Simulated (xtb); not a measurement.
C7H8, triplet, at a GFN2-xTB geometry (a higher spin typed on purpose: for a closed-shell molecule this is an excited state). Base run: GFN2-xTB in xtb 6.7.1.

xtb was given this input:
```
$ xtb mol.xyz --gfn 2 --uhf 2 --json

# file mol.xyz
15

C     -2.41329745    -0.07988166     0.18703580
C     -0.93769548    -0.08973789    -0.01115600
C     -0.16830396    -1.21044599     0.06749546
C      1.24228440    -1.12778057     0.06187205
C      1.88670494     0.14110991     0.07179033
C      1.15883073     1.27901925    -0.02123705
C     -0.24797862     1.15594959    -0.38486223
H     -2.68078738     0.60203239     0.99540568
H     -2.78452533    -1.07405650     0.42325820
H     -2.91196324     0.27871316    -0.71553583
H     -0.63272780    -2.16823916     0.26430746
H      1.82343269    -2.01346111     0.26355494
H      2.95202058     0.18246129     0.25284871
H      1.60722863     2.25620546     0.07300889
H     -0.49594530     1.52694861    -1.38247814
```

The base run was repeated with changes; each row names its change, and settings that it needs were set with it.

```
change        ΔE vs base (kJ/mol)  dipole (D)  G_solv (kcal/mol)  SCF cycles
------------  -------------------  ----------  -----------------  ----------
base                         0.00        0.67                  -          11
alpb = thf                 -23.76        0.88              -5.77          11
etemp = 1000                -0.03        0.67                  -          11
etemp = 3000                -8.56        0.68                  -          11
gbsa = water                -5.59        0.93              -1.43          11
```

ALPB and GBSA are two models with their own fitted parameters for each solvent, which aren't always the measured dielectric constant.
